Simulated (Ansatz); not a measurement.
(H2B-mu-NH2)2 (B₂N₂H₈). Total charge 0; singlet. Geometry PBE-D4/def2-SVP, basis def2-TZVP, Ansatz.

```
run  HOMO (eV)  LUMO (eV)
  A     -10.48       2.58
  B      -9.35       1.36
  C      -7.83       0.37
  D      -6.94       0.54
  E     -11.42       3.28
  F      -8.02       0.72
```

B3LYP takes the VWN-RPA correlation.

**Question.** The runs used B3LYP, BHLYP, HF, PBE0, r2SCAN, ωB97X-V. Estimate which is which.

**Answer.** A ωB97X-V (range-separated); B BHLYP (50 % exact exchange); C B3LYP (20 % exact exchange); D r2SCAN (0 % exact exchange); E HF (100 % exact exchange); F PBE0 (25 % exact exchange). Exact exchange lowers occupied and raises empty levels; among semilocal functionals meta-GGAs tend to open the gap a little, and such runs are hard to tell apart. The gap grows from 7.48 eV (r2SCAN) to 14.70 eV (HF).
